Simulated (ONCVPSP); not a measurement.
Transferability test, ONCV potential for indium

ONCVPSP 4.0.1 input, shortened (lines: element, Z, core and valence counts, functional; n l f; lmax; l rc ep ncon nbas qcut; lloc lpopt rc5 dvloc0; l nproj debl; icmod fcfact rcfact), PBE, scalar-relativistic:

```
  In 49.00    9    2        4      upf
    1    0    2.00
    2    0    2.00
    2    1    6.00
    3    0    2.00
    3    1    6.00
    3    2   10.00
    4    0    2.00
    4    1    6.00
    4    2   10.00
    5    0    2.00
    5    1    1.00
    2
    0    1.75    0.00    4    7    3.20
    1    2.75    0.00    5   10    3.20
    2    2.95    0.02    4    7    2.90
    4    5    1.65    4.00
    0    2    1.90
    1    3    3.40
    2    3    0.80
    2    0.35    1.05
```

Energies are relative to the spin-unpolarised reference configuration 5s2 5p1; without spin polarisation the order of configurations can differ from experiment.

(1) Give the all-electron excitation energy and the error of the potential for: 5s2 5p0; 5s1 5p0; 5s2 5p0.5; 5s0 5p3.

Note: ghosts flagged at negative energy: s at -158.5 eV, d at -18.8 eV; GHOST(+) flagged for p at 263.2 eV. A true bound ghost makes a file unfit for plane-wave use.

Results:

(1)

| valence configuration | charge | ΔE all-electron (eV) | error AE − PS (meV) |
| --- | --- | --- | --- |
| 5s2 5p0 | +1 | 5.363 | -11 |
| 5s1 5p0 | +2 | 24.599 | -177 |
| 5s2 5p0.5 | +0.5 | 1.941 | -1.2 |
| 5s0 5p3 | 0 | 11.947 | -54 |
